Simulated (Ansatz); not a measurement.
One change: `[NH2][Al]([OH])[OH]` becomes `[NH2][Al]([NH2])[OH]`.

Ansatz, PBE0-D4/def2-TZVP geometries, multiplicity 1. Each molecule was computed in one conformer, which needn't be the lowest.

| property | `[NH2][Al]([OH])[OH]` |
| --- | --- |
| HOMO energy (ωB97M-V/def2-TZVPP) / eV | -9.76 |
| LUMO energy (PBE/def2-TZVPP) / eV | -1.00 |
| LUMO energy (B3LYP/def2-TZVPP) / eV | -0.50 |
| HOMO energy (PBE0/def2-TZVPP) / eV | -7.34 |
| size of the dipole moment (ωB97M-V/def2-TZVPP) / D | 1.63 |
| HOMO–LUMO gap (PBE/def2-TZVPP) / eV | 4.88 |

**Question.** Give the same properties after the change, and the shifts. (Best estimate.)

**Answer.** Ansatz gave: 
| property | `[NH2][Al]([NH2])[OH]` | shift |
| --- | --- | --- |
| HOMO energy (ωB97M-V/def2-TZVPP) / eV | -9.28 | 0.48 |
| LUMO energy (PBE/def2-TZVPP) / eV | -0.74 | 0.26 |
| LUMO energy (B3LYP/def2-TZVPP) / eV | -0.25 | 0.25 |
| HOMO energy (PBE0/def2-TZVPP) / eV | -6.89 | 0.45 |
| size of the dipole moment (ωB97M-V/def2-TZVPP) / D | 1.52 | -0.11 |
| HOMO–LUMO gap (PBE/def2-TZVPP) / eV | 4.71 | -0.17 |

With PBE0 the HOMO rises by 0.45 eV and the LUMO rises by 0.24 eV, so the gap narrows by about 0.21 eV. PBE moves the HOMO by 0.43 eV and ωB97M-V by 0.48 eV. The zero-point energy changes by 30.0 kJ/mol with +3 modes. Dipoles are sizes alone; their direction can turn.

B3LYP here is the variant with VWN-RPA as its local correlation; programs differ in this.
